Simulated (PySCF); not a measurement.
**Si¹³⁺ (silicon, charge +13) across methods**

1s1, 2S determinant. Computed with PySCF 2.14 in an uncontracted even-tempered set (15 s from 7.3 bohr⁻², ratio 2.2; 7 p from 11 bohr⁻², ratio 2.4; 4 d from 34 bohr⁻², ratio 2.4; 3 f from 51 bohr⁻², ratio 2.4; 3 g from 76 bohr⁻², ratio 2.4), with the non-relativistic Hamiltonian (point nucleus).

```json
{"method": "UHF", "E (hartree)": "-97.99995", "mean ε 1s α (eV)": "-2666.7", "Σ⟨r²⟩ (bohr²)": "0.01531", "⟨S²⟩": "0.750"}
{"method": "r2SCAN0", "E (hartree)": "-98.0000", "mean ε 1s α (eV)": "-2607.7", "Σ⟨r²⟩ (bohr²)": "0.01533", "⟨S²⟩": "0.750"}
{"method": "PBE0", "E (hartree)": "-97.9376", "mean ε 1s α (eV)": "-2599.9", "Σ⟨r²⟩ (bohr²)": "0.01537", "⟨S²⟩": "0.750"}
{"method": "r2SCAN", "E (hartree)": "-98.0001", "mean ε 1s α (eV)": "-2588.0", "Σ⟨r²⟩ (bohr²)": "0.01534", "⟨S²⟩": "0.750"}
{"method": "M06-L", "E (hartree)": "-98.0506", "mean ε 1s α (eV)": "-2588.2", "Σ⟨r²⟩ (bohr²)": "0.01529", "⟨S²⟩": "0.750"}
{"method": "LDA", "E (hartree)": "-97.4334", "mean ε 1s α (eV)": "-2566.8", "Σ⟨r²⟩ (bohr²)": "0.01546", "⟨S²⟩": "0.750"}
{"method": "PBE", "E (hartree)": "-97.9150", "mean ε 1s α (eV)": "-2577.6", "Σ⟨r²⟩ (bohr²)": "0.01539", "⟨S²⟩": "0.750"}
```
